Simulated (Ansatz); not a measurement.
`[SiH3]SC1CO1` + `CC(F)S` → `CC(F)S[SiH3]` + `SC1CO1`  (ligand exchange at the Si–S bond)

Computed with Ansatz on PBE0-D4/def2-TZVP structures; ΔE is electronic, products minus reactants. CBS: MP2 limit from def2 TZ/QZ plus the TZ coupled-cluster correction, frozen cores. Functionals use def2-TZVPP. B3LYP here is the variant with VWN-RPA as its local correlation; programs differ in this. Each species was taken in one conformer, which may not be the lowest.

`[SiH3]SC1CO1`:

```xyz
11

Si    1.968   -0.826   -0.255
S     0.854    0.996   -0.161
C    -0.793    0.300   -0.224
C    -1.873    0.969    0.491
O    -1.335   -0.263    0.947
H     3.383   -0.418   -0.429
H     1.512   -1.630   -1.419
H     1.817   -1.633    0.981
H    -1.013   -0.249   -1.136
H    -2.886    0.921    0.099
H    -1.633    1.833    1.105
```

`CC(F)S`:

```xyz
9

C    -0.657    0.613    0.256
C     0.458   -0.394    0.350
F    -0.083   -1.625    0.676
S     1.477   -0.510   -1.130
H    -0.256    1.607    0.063
H    -1.342    0.345   -0.551
H    -1.218    0.629    1.194
H     1.164   -0.136    1.146
H     0.457   -0.528   -2.005
```

`CC(F)S[SiH3]`:

```xyz
12

C    -0.852   -0.812   -1.129
C     0.609   -0.707   -0.789
F     0.892   -1.561    0.258
S     1.176    0.982   -0.404
Si    0.288    1.319    1.511
H    -1.473   -0.487   -0.293
H    -1.097   -1.850   -1.365
H    -1.078   -0.188   -1.994
H     1.236   -1.012   -1.632
H     0.857    0.433    2.553
H    -1.188    1.153    1.484
H     0.628    2.733    1.801
```

`SC1CO1`:

Cartesian coordinates in Å:
```
S 0.830 -0.702 1.608
C 0.267 0.470 0.393
C -0.582 0.143 -0.743
O 0.802 0.439 -0.908
H 0.614 -1.799 0.864
H 0.197 1.459 0.841
H -1.270 0.884 -1.143
H -0.859 -0.895 -0.911
```

Q: Is it downhill or uphill in electronic energy at CCSD(T)/CBS, and by how much? (Best estimate.)

A: Ansatz gave: Uphill: ΔE = +0.08 eV.

Q: What do these levels give: PBE-D4, r2SCAN-D4, B3LYP-D4, ωB97M-V, B2PLYP, PBE0, SCS-MP2/def2-TZVPP, CCSD/def2-TZVPP, MP2/def2-QZVPP, SCS-MP2/def2-QZVPP, MP2/CBS(def2), CCSD/CBS(def2)? (An estimate is asked.)

A: The calculation gave: PBE-D4 0.08, r2SCAN-D4 0.08, B3LYP-D4 0.07, ωB97M-V 0.08, B2PLYP 0.09, PBE0 0.09, SCS-MP2/def2-TZVPP 0.09, CCSD/def2-TZVPP 0.09, MP2/def2-QZVPP 0.09, SCS-MP2/def2-QZVPP 0.09, MP2/CBS(def2) 0.09, CCSD/CBS(def2) 0.08 eV.

Largest T1 diagnostic among the species: 0.012.
